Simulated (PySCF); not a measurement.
Dipole moment and polarisability of `C1CC[SiH2]CC1`

Species: C₅H₁₂Si.
Cartesian coordinates in Å at the PBE0-D3(BJ)/def2-SVP level; atoms count from 1:
```
atom  x, y, z in Å
C1    -0.7033   -1.2813   -0.1884
C2     0.7912   -1.3043    0.1372
C3     1.5729   -0.1144   -0.4331
Si4    0.8088    1.5160    0.1312
C5    -1.0469    1.2644   -0.1007
C6    -1.4742   -0.1115    0.4259
H7    -0.8352   -1.2656   -1.2864
H8    -1.1564   -2.2249    0.1570
H9     1.2258   -2.2473   -0.2361
H10    0.9135   -1.3333    1.2356
H11    1.5410   -0.1400   -1.5374
H12    2.6378   -0.1712   -0.1542
H13    1.3250    2.6840   -0.6514
H14    1.1165    1.7552    1.5798
H15   -1.2676    1.3360   -1.1812
H16   -1.6228    2.0686    0.3856
H17   -1.3470   -0.1417    1.5238
H18   -2.5530   -0.2590    0.2471
```

Level: PBE0/def2-SVPD (PySCF), static field, nuclei fixed, core orbitals frozen in the response. The polarisability tensor in these axes (au):

```
x   87.53  2.48 -1.20
y    2.48 91.00  0.41
z   -1.20  0.41 75.26
```

Q: Diagonalise the tensor; give its mean and Δα, where Δα² is half the sum of the squared differences of the eigenvalues.

A: Principal values 75.11, 86.38 and 92.30 au; mean 84.60 au = 12.54 Å³ = 13.95 × 10⁻⁴⁰ C²·m²/J; Δα = 15.12 au (18 % of the mean).

Q: What is the dipole moment, and where does it point?

A: (-0.41, -0.71, -0.29) D, 0.87 D in size, pointing from the negative to the positive side. Measured along this direction, the outermost atoms are H13 and H14 at the negative end and H8 at the positive end.

Q: Molar refractivity from α?

A: Lorentz–Lorenz: R = (4π/3)N_A α = 2.5225 cm³/(mol·Å³) × 12.54 Å³ = 31.6 cm³/mol, in the limit of long wavelengths.

Q: Along which axes do the principal values lie, and how far do the nuclei extend along each?

A: Largest value along (0.46, 0.89, -0.01), where the nuclei span 5.51 Å; middle along (0.88, -0.46, -0.11), 4.84 Å; least along (0.10, -0.04, 0.99), 2.98 Å. The response follows the extents in order.

Q: Orientational against electronic polarisability at 350 K (dilute gas, rigid molecules)?

A: In Gaussian units μ²/3kT = 5.24 Å³ against 12.54 Å³, a ratio of 0.42; the Debye molar polarisation (4π/3)N_A(α + μ²/3kT) is 44.9 cm³/mol, leaving out the vibrational part.

Q: What would n − 1 = 2πNα be for an ideal gas of these molecules at 298.15 K and 1 atm, electronic part alone?

A: N = p/kT = 2.4615 × 10¹⁹ cm⁻³, so n − 1 = 2π × N × 12.54 × 10⁻²⁴ cm³ = 1939 × 10⁻⁶ at long wavelengths, for an ideal gas.

Q: Rayleigh depolarisation ratio (linearly polarised light, static tensor)?

A: ρ = 3Δα²/(45ᾱ² + 4Δα²) = 686.0/(322042 + 914.6) = 0.00212.

Geometry: PBE0-D3(BJ)/def2-SVP, one conformer, isolated molecule.
